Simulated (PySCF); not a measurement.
A calculated (M06-2X, PySCF 2.14, cc-pV(D+d)Z, no relativity, point nucleus) atom or ion has these occupied shells.

| shell | electrons | orbital energy (eV) | rms radius, mean of both spins (bohr) |
| --- | --- | --- | --- |
| 1s α | 1 | -2448.3 | 0.113 |
| 1s β | 1 | -2447.9 | 0.113 |
| 2s α | 1 | -226.14 | 0.521 |
| 2s β | 1 | -225.98 | 0.521 |
| 2p α | 3 | -169.57 | 0.493 |
| 2p β | 3 | -169.05 | 0.493 |
| 3s α | 1 | -21.835 | 1.84 |
| 3s β | 1 | -18.680 | 1.84 |
| 3p α | 3 | -9.981 | 2.22 |
| 3p β | 1 | -8.254 | 2.22 |

Q: Name the element and its charge.

A: S (sulfur, neutral), in [Ne] 3s2 3p4, high-spin 3P determinant.
